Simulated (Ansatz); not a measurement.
Z-matrix (Å, degrees):
```
C
Si 1 1.844
H 1 1.092 2 110.9
H 1 1.092 2 110.6 3 120.3
H 1 1.093 2 110.4 3 -120.1
O 2 1.654 1 107.8 3 64.8
O 2 1.648 1 109.6 3 -177.5
H 2 1.483 1 113.4 3 -57.1
H 6 0.959 2 116.8 1 -157.6
Si 7 1.624 2 131.1 1 -117.7
O 10 1.626 7 112.4 2 50.2
Cl 10 2.063 7 107.2 2 -70.4
H 10 1.466 7 110.6 2 171.0
H 11 0.962 10 116.0 7 -53.5
```

Charge 0, multiplicity 1.

Task: List the r2SCAN/def2-TZVPP orbital energies in eV (the Gaussian-basis code of Ansatz). (Estimate.)

Result: Computed: Occupied: -2753.23, -1792.77, -1792.03, -516.22, -516.09, -516.02, -272.81, -254.64, -193.16, -193.05, -193.04, -142.97, -142.32, -97.89, -97.85, -97.79, -97.23, -97.18, -97.13, -27.11, -26.74, -26.21, -21.39, -18.51, -15.06, -14.25, -13.36, -11.70, -11.19, -10.81, -10.49, -10.30, -10.05, -9.60, -9.16, -9.00, -8.61, -8.37, -8.11, -8.08, -7.62. Lowest empty: 0.11, 0.76, 0.79, 0.96, 1.22, 2.07, 2.38, 2.49.
